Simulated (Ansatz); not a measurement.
## Ansatz (development build ahead of 0.2.0) run

```yaml
crystal:
  periodic: [false, false, false]
  atoms:
    - { symbol: Na, position_ang: [-1.21117, -1.22023, -1.20677] }
    - { symbol: Cl, position_ang: [-1.40193, -1.39416, 1.40083] }
    - { symbol: Cl, position_ang: [-1.40607, 1.4064, -1.4129] }
    - { symbol: Na, position_ang: [-1.21318, 1.21971, 1.21649] }
    - { symbol: Cl, position_ang: [1.40645, -1.41144, -1.39807] }
    - { symbol: Na, position_ang: [1.2117, -1.21233, 1.20139] }
    - { symbol: Na, position_ang: [1.21081, 1.22129, -1.21216] }
    - { symbol: Cl, position_ang: [1.4063, 1.39657, 1.39705] }
basis:
  gaussian: { orbitals: STO-3G }
hamiltonian:
  xc: hf
correlation:
  method: mp2
  frozen_orbitals: { Cl: 5, Na: 1 }
```

The input is written out in the form of the current development build from the run's settings.

Output:

```json
{
  "Converged": "yes",
  "Reference energy": "-2458.43776 hartree",
  "Correlation energy": "-0.16904 hartree",
  "Total energy": "-2458.60680 hartree",
  "Spin squared of the determinant": "0.000"
}
```
